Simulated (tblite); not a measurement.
C₅H₇O₂P.
Numbering: `[CH3:1][O:2][c:3]1[cH:4][p:5][c:6]([CH3:7])[o:8]1` (hydrogens: H9, H10, H11 on C1; H12 on C4; H13, H14, H15 on C7)

The geometry is computed with GFN2-xTB (gas phase).

(1) What internal coordinates does the optimisation give?

Results:

(1) 
```json
{"bond": "C1–O2", "length (bohr)": "2.673", "order": "single"}
{"bond": "O2–C3", "length (bohr)": "2.539", "order": "single"}
{"bond": "C3–C4", "length (bohr)": "2.567", "order": "aromatic"}
{"bond": "C4–P5", "length (bohr)": "3.337", "order": "aromatic"}
{"bond": "P5–C6", "length (bohr)": "3.233", "order": "aromatic"}
{"bond": "C6–C7", "length (bohr)": "2.815", "order": "single"}
{"bond": "C6–O8", "length (bohr)": "2.568", "order": "aromatic"}
{"bond": "C3–O8", "length (bohr)": "2.528", "order": "aromatic"}
{"bond": "C1–H9, C1–H10, C1–H11", "length (bohr)": "2.063", "order": "single"}
{"bond": "C4–H12", "length (bohr)": "2.025", "order": "single"}
{"bond": "C7–H13, C7–H14, C7–H15", "length (bohr)": "2.058", "order": "single"}
```

Bonds in one row agree within 0.02 bohr and their mean is given. Orders are formal, as drawn. A selection of angles:
```json
{"angle": "O2–C1–H9", "degrees": "111.1"}
{"angle": "O2–C1–H10", "degrees": "105.7"}
{"angle": "H9–C1–H10", "degrees": "109.9"}
{"angle": "C1–O2–C3", "degrees": "116.3"}
{"angle": "O2–C3–C4", "degrees": "125.5"}
{"angle": "O2–C3–O8", "degrees": "118.6"}
{"angle": "C4–C3–O8", "degrees": "115.8"}
{"angle": "C3–C4–P5", "degrees": "110.3"}
{"angle": "C3–C4–H12", "degrees": "123.7"}
{"angle": "P5–C4–H12", "degrees": "126.1"}
{"angle": "C4–P5–C6", "degrees": "88.1"}
{"angle": "P5–C6–C7", "degrees": "129.3"}
{"angle": "P5–C6–O8", "degrees": "114.7"}
{"angle": "C7–C6–O8", "degrees": "116.0"}
{"angle": "C6–C7–H13", "degrees": "110.7"}
{"angle": "C6–C7–H14", "degrees": "109.3"}
{"angle": "H13–C7–H14", "degrees": "109.1"}
{"angle": "H13–C7–H15", "degrees": "107.8"}
{"angle": "C3–O8–C6", "degrees": "111.0"}
```

Dihedral angles: C1–O2–C3–C4 180° (antiperiplanar).

O8 (furan-type oxygen) is bent (angle 111.0°). The C–P distances run from 1.711 Å (P5–C6, aromatic) to 1.766 Å (C4–P5, aromatic), a spread of 0.055 Å. The 8 heavy atoms lie in one plane (0.002 Å rms). O2 (aryl ether oxygen) is bent (angle 116.3°). The 2 C–C bonds span 1.358 Å (C3–C4, aromatic) to 1.489 Å (C6–C7, drawn single), a spread of 0.131 Å. Of the pairs four or more bonds apart, O8···H11 is among the closest relative to their van der Waals radii: 2.59 Å, 95 % of the sum of Bondi's values. P5 (phosphorus bonded to 2 C) is bent (angle 88.1°).

Point group: Cs (tolerance 0.08 Å). Its GFN2-xTB frequencies are all real (lowest 82 cm⁻¹). The numbers are those of one conformer. 2 starts were optimised and ended at 0.00 and 0.72 kcal/mol (GFN2-xTB); the lowest of these is shown.
